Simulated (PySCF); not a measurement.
**Adding and removing an electron: LiI**

PBE0; basis Li def2-SVPD, I def2-SVPD with ECP28; scalar-relativistic core potentials; PySCF 2.14. Neutral (UKS): singlet (closed shell), Re = 2.394 Å, ωe = 495 cm⁻¹, De = 3.77 eV, HOMO -6.33 eV, LUMO -1.55 eV.

LiI⁻ (UKS): doublet (σ ↑), Re = 2.564 Å, ωe = 351 cm⁻¹, De = 1.27 eV to Li + I⁻. The energies at the minima are -305.28343 hartree for LiI and -305.31285 for LiI⁻.

Problem. Work out the adiabatic electron affinity, without and with harmonic zero-point energies (1 hartree = 27.2114 eV, 1 eV = 8065.5 cm⁻¹), and the change of the bond length.

Solution. At PBE0: 0.02942 hartree = 0.801 eV between the minima; the zero-point term (495.0 − 351.0)/2 cm⁻¹ = +0.009 eV makes it 0.809 eV. Re changes by +17.0 pm against the neutral. The electron enters a σ orbital; in so polar a molecule the change of length follows mostly from the change of the ionic charges.

Spin–orbit coupling is left out, which matters for elements this heavy, above all for dissociation energies. For an ion De counts to the pair picked by the measured ionisation energies or electron affinities, which need not be the lowest pair at this level. The highest Kohn–Sham level is positive in this anion. Much of that is self-interaction error, but it also means that the finite basis helps to hold the extra electron. States were picked by a PBE0 search and need not be the measured ground states.
